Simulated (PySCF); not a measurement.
PySCF input for N,N-disilylmethanamine (CH9NSi2), SMILES CN([SiH3])[SiH3], ωB97X-D3(BJ)/def2-SVP. 

```python
import numpy as np
from pyscf import gto, scf, dft
import os
os.environ['JAX_PLATFORMS'] = 'cpu'
from ase import Atoms, units
from ase.calculators.calculator import Calculator, all_changes
from sella import Sella

mol = gto.M(
    atom='''
    Si   -0.64091227    1.41926881   -0.47188997
    N    -0.21846594   -0.20053072   -0.01312633
    C    -1.25520496   -0.96064283    0.65524776
    Si    1.39183910   -0.83465332    0.11768087
    H    -1.91169352    1.32821507   -1.19837809
    H    -0.82403254    2.28566276    0.70213035
    H     0.44235369    1.91150779   -1.31298957
    H    -2.22802518   -0.74373882    0.21390492
    H    -1.06312447   -2.02929537    0.55912553
    H    -1.30734439   -0.72142646    1.72216675
    H     1.31545731   -2.24765914   -0.26784241
    H     2.22252173   -0.05740840   -0.79291170
    H     1.90140289   -0.74290241    1.49411930
    ''',
    basis='def2-SVP',
    charge=0,
    spin=0,
    max_memory=1600,
    verbose=3,
)
mf = dft.RKS(mol, xc='wb97x-d3bj').density_fit(auxbasis='def2-universal-jkfit')
mf.grids.level = 3
mf.conv_tol = 1e-9
mf.max_cycle = 100
mf.kernel()
grad = mf.nuc_grad_method()
grad.grid_response = mol.nao <= 150
scan = grad.as_scanner()
scan.verbose = scan.base.verbose = 0
class SCF(Calculator):
    implemented_properties = ['energy', 'forces']
    def calculate(self, atoms=None, properties=None, system_changes=all_changes):
        super().calculate(atoms, properties, system_changes)
        e, g = scan(mol.set_geom_(self.atoms.positions, unit='Angstrom', inplace=False))
        assert scan.converged
        self.results = {'energy': float(e) * units.Hartree, 'forces': -np.asarray(g) * units.Hartree / units.Bohr}
atoms = Atoms(mol.elements, mol.atom_coords(unit='Angstrom'), calculator=SCF())
conv = Sella(atoms, order=0, internal=True, allow_fragments=True).run(fmax=0.002, steps=150)
mol_eq = mol.set_geom_(atoms.positions, unit='Angstrom', inplace=False)
print(mol_eq.tostring(format='xyz'))
mf.reset(mol_eq)
mf.verbose = 3
mf.kernel()
```

It prints:

```
converged SCF energy = -677.122185948022
     Step          Energy         fmax         cmax       rtrust          rho
Sella   0   -18425.433187       0.7038       0.0000       0.1000       1.0000
Sella   1   -18425.519061       0.7038       0.0000       0.1000       1.2380
Sella   2   -18425.534763       0.4097       0.0000       0.1000       1.2000
Sella   3   -18425.537145       0.1574       0.0000       0.1000       1.3623
Sella   4   -18425.538094       0.0656       0.0000       0.1000       1.2461
Sella   5   -18425.538315       0.0394       0.0000       0.1000       1.3692
Sella   6   -18425.538446       0.0228       0.0000       0.1000       1.4245
Sella   7   -18425.538532       0.0135       0.0000       0.1000       1.2965
Sella   8   -18425.538554       0.0085       0.0000       0.1000       1.2343
Sella   9   -18425.538559       0.0064       0.0000       0.1000       1.3204
Sella  10   -18425.538560       0.0043       0.0000       0.1000       1.2540
13
XYZ from PySCF
Si         -0.64428986        1.40595806       -0.50359793
N          -0.22516684       -0.18647358        0.06360417
C          -1.27130324       -0.95132071        0.74655955
Si          1.38674942       -0.84563768        0.08555750
H          -1.84647811        1.32740511       -1.38858094
H          -0.98797456        2.33740748        0.61698924
H           0.51403029        1.96065448       -1.25617092
H          -2.26183508       -0.74497617        0.30576687
H          -1.09642872       -2.03625911        0.64481271
H          -1.32926750       -0.72010889        1.82646667
H           1.37056698       -2.23925005       -0.45498843
H           2.26389921        0.02042834       -0.74888970
H           1.95226945       -0.92143033        1.46970861
converged SCF energy = -677.126058309323
```

The calculation finished and met its thresholds.

Cost: about 2.5 core-minutes (a rough figure).
